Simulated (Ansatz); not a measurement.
Basis-set series for CH7GaN2O, SMILES `C[O][Ga]([NH2])[NH2]`. Total charge 0; spin multiplicity 1. The geometry is a stationary point of PBE0-D4/def2-TZVP. It is one conformer, not always the lowest.

| functional | basis | functions | energy (Eh) | HOMO (eV) | LUMO (eV) |
| --- | --- | --- | --- | --- | --- |
| PBE0-D4 | def2-SVP | 123 | -2151.03094 | -6.79 | 0.32 |
| PBE0-D4 | def2-TZVPP | 270 | -2151.55336 | -7.08 | -0.04 |
| ωB97M-V | def2-SVP | 123 | -2151.33344 | -9.17 | 2.01 |
| ωB97M-V | def2-TZVPP | 270 | -2151.86409 | -9.47 | 1.54 |

(1) Give the rows for def2-QZVPP. (Estimate.)

## Answers

(1) Ansatz gave: 
```json
{"functional": "PBE0-D4", "basis": "def2-QZVPP", "functions": "527", "energy (Eh)": "-2151.61191", "HOMO (eV)": "-7.16", "LUMO (eV)": "-0.29"}
{"functional": "ωB97M-V", "basis": "def2-QZVPP", "functions": "527", "energy (Eh)": "-2151.92054", "HOMO (eV)": "-9.55", "LUMO (eV)": "1.11"}
```

Positive LUMOs are unbound and depend on the basis. Scalar relativity is left out up to krypton.
